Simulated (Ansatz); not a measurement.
Pb2O5H6⁻, a hydroxylated oxide cluster. Charge -1, multiplicity 2. Geometry r2SCAN-D4/def2-SVPD.

Cartesian coordinates in Å:
```
Pb -0.743 -0.991 -0.492
Pb 2.577 0.234 0.514
O -1.305 1.037 2.494
O 0.838 -0.591 1.695
O 1.518 -0.922 -1.154
O -0.806 1.175 -0.197
O -0.841 -0.344 -2.663
H -0.519 0.456 2.456
H -1.317 1.349 1.566
H 1.111 -1.415 2.115
H 1.306 -0.424 -1.963
H -0.907 1.521 -1.094
H -0.913 -1.084 -3.277
```

In the def2 sets Pb takes a core potential; there is no spin–orbit coupling. At PBE-D4/def2-TZVPD the highest occupied level of the relaxed charge -1 doublet lies above zero (up to 0.44 eV). By energy differences its removal costs 0.60 eV (each at its own geometry, to the charge 0 singlet, at PBE-D4/def2-TZVPD); the vertical value is larger still, so the positive level points to self-interaction error. In the doublet geometry the species has come apart into loosely held pieces.

(1) Estimate the α-spin orbital energies around the gap (eV) in Ansatz with PBE-D4/def2-TZVPD, PBE0-D4/def2-TZVPD.

Results:

(1) 
| orbital | PBE-D4/def2-TZVPD | PBE0-D4/def2-TZVPD |
| --- | --- | --- |
| HOMO−5 | -2.71 | -4.12 |
| HOMO−4 | -2.40 | -4.02 |
| HOMO−3 | -2.18 | -3.75 |
| HOMO−2 | -2.02 | -3.54 |
| HOMO−1 | -1.86 | -3.02 |
| HOMO | 0.44 | -0.40 |
| LUMO | 1.65 | 2.31 |
| LUMO+1 | 2.09 | 2.60 |
| LUMO+2 | 2.40 | 2.90 |
| LUMO+3 | 2.42 | 2.99 |
| LUMO+4 | 2.70 | 3.33 |
| LUMO+5 | 2.84 | 3.42 |
| β HOMO | -1.84 | -3.01 |
| β LUMO | 1.44 | 2.18 |
